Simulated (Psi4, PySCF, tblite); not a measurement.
Intermolecular potential of F6Si2 ··· H2O (SMILES F[Si](F)(F)[Si](F)(F)F and O). Monomers: optimised at B3LYP-D3(BJ) (def2-TZVP), held rigid. Orientation: lowest of the rigid-body minima from ten starts at GFN2-xTB. R is the distance of the centres of mass, along which the second monomer moves.

Levels of theory: RKS-B3LYP/6-31G* = restricted B3LYP/6-31G*, spherical d, no counterpoise correction (PySCF); GFN2-xTB (tblite); RKS-B3LYP/6-311+G** = restricted B3LYP/6-311+G**, spherical d, no counterpoise correction (PySCF 2.14.0); wB97M-V/def2-TZVP, counterpoise-corrected (Psi4).

Interaction energies in kJ/mol; the last columns give the difference from wB97M-V:

```json
[
 {"R / Å": "2.44", "RKS-B3LYP/6-31G*": "5.39", "GFN2-xTB": "-11.31", "RKS-B3LYP/6-311+G**": "27.68", "wB97M-V/def2-TZVP": "19.61", "RKS-B3LYP/6-31G* − wB97M-V/def2-TZVP": "-14.22", "GFN2-xTB − wB97M-V/def2-TZVP": "-30.91", "RKS-B3LYP/6-311+G** − wB97M-V/def2-TZVP": "8.07"},
 {"R / Å": "2.64", "RKS-B3LYP/6-31G*": "-13.44", "GFN2-xTB": "-24.36", "RKS-B3LYP/6-311+G**": "5.81", "wB97M-V/def2-TZVP": "-0.62", "RKS-B3LYP/6-31G* − wB97M-V/def2-TZVP": "-12.82", "GFN2-xTB − wB97M-V/def2-TZVP": "-23.74", "RKS-B3LYP/6-311+G** − wB97M-V/def2-TZVP": "6.43"},
 {"R / Å": "2.83", "RKS-B3LYP/6-31G*": "-22.07", "GFN2-xTB": "-27.18", "RKS-B3LYP/6-311+G**": "-5.31", "wB97M-V/def2-TZVP": "-10.73", "RKS-B3LYP/6-31G* − wB97M-V/def2-TZVP": "-11.33", "GFN2-xTB − wB97M-V/def2-TZVP": "-16.45", "RKS-B3LYP/6-311+G** − wB97M-V/def2-TZVP": "5.42"},
 {"R / Å": "3.04", "RKS-B3LYP/6-31G*": "-24.96", "GFN2-xTB": "-25.31", "RKS-B3LYP/6-311+G**": "-10.80", "wB97M-V/def2-TZVP": "-15.37", "RKS-B3LYP/6-31G* − wB97M-V/def2-TZVP": "-9.59", "GFN2-xTB − wB97M-V/def2-TZVP": "-9.93", "RKS-B3LYP/6-311+G** − wB97M-V/def2-TZVP": "4.57"},
 {"R / Å": "3.22", "RKS-B3LYP/6-31G*": "-24.19", "GFN2-xTB": "-22.14", "RKS-B3LYP/6-311+G**": "-12.18", "wB97M-V/def2-TZVP": "-16.07", "RKS-B3LYP/6-31G* − wB97M-V/def2-TZVP": "-8.12", "GFN2-xTB − wB97M-V/def2-TZVP": "-6.08", "RKS-B3LYP/6-311+G** − wB97M-V/def2-TZVP": "3.88"},
 {"R / Å": "3.55", "RKS-B3LYP/6-31G*": "-19.47", "GFN2-xTB": "-16.07", "RKS-B3LYP/6-311+G**": "-11.04", "wB97M-V/def2-TZVP": "-13.73", "RKS-B3LYP/6-31G* − wB97M-V/def2-TZVP": "-5.74", "GFN2-xTB − wB97M-V/def2-TZVP": "-2.34", "RKS-B3LYP/6-311+G** − wB97M-V/def2-TZVP": "2.69"},
 {"R / Å": "3.84", "RKS-B3LYP/6-31G*": "-14.73", "GFN2-xTB": "-11.79", "RKS-B3LYP/6-311+G**": "-8.79", "wB97M-V/def2-TZVP": "-10.60", "RKS-B3LYP/6-31G* − wB97M-V/def2-TZVP": "-4.13", "GFN2-xTB − wB97M-V/def2-TZVP": "-1.19", "RKS-B3LYP/6-311+G** − wB97M-V/def2-TZVP": "1.81"},
 {"R / Å": "4.37", "RKS-B3LYP/6-31G*": "-7.81", "GFN2-xTB": "-6.88", "RKS-B3LYP/6-311+G**": "-5.15", "wB97M-V/def2-TZVP": "-5.93", "RKS-B3LYP/6-31G* − wB97M-V/def2-TZVP": "-1.88", "GFN2-xTB − wB97M-V/def2-TZVP": "-0.95", "RKS-B3LYP/6-311+G** − wB97M-V/def2-TZVP": "0.78"},
 {"R / Å": "5.00", "RKS-B3LYP/6-31G*": "-3.08", "GFN2-xTB": "-3.85", "RKS-B3LYP/6-311+G**": "-2.56", "wB97M-V/def2-TZVP": "-2.89", "RKS-B3LYP/6-31G* − wB97M-V/def2-TZVP": "-0.19", "GFN2-xTB − wB97M-V/def2-TZVP": "-0.96", "RKS-B3LYP/6-311+G** − wB97M-V/def2-TZVP": "0.33"},
 {"R / Å": "6.07", "RKS-B3LYP/6-31G*": "-0.71", "GFN2-xTB": "-1.65", "RKS-B3LYP/6-311+G**": "-0.86", "wB97M-V/def2-TZVP": "-0.93", "RKS-B3LYP/6-31G* − wB97M-V/def2-TZVP": "0.22", "GFN2-xTB − wB97M-V/def2-TZVP": "-0.72", "RKS-B3LYP/6-311+G** − wB97M-V/def2-TZVP": "0.07"},
 {"R / Å": "7.30", "RKS-B3LYP/6-31G*": "-0.25", "GFN2-xTB": "-0.78", "RKS-B3LYP/6-311+G**": "-0.29", "wB97M-V/def2-TZVP": "-0.32", "RKS-B3LYP/6-31G* − wB97M-V/def2-TZVP": "0.07", "GFN2-xTB − wB97M-V/def2-TZVP": "-0.46", "RKS-B3LYP/6-311+G** − wB97M-V/def2-TZVP": "0.03"}
]
```

RKS-B3LYP/6-31G* is furthest from wB97M-V/def2-TZVP at 2.44 (-14.22 kJ/mol, below); its mean absolute difference over the points is 6.21 kJ/mol.

GFN2-xTB is furthest from wB97M-V/def2-TZVP at 2.44 (-30.91 kJ/mol, below); its mean absolute difference over the points is 8.52 kJ/mol.

RKS-B3LYP/6-311+G** is furthest from wB97M-V/def2-TZVP at 2.44 (8.07 kJ/mol, above); its mean absolute difference over the points is 3.10 kJ/mol.
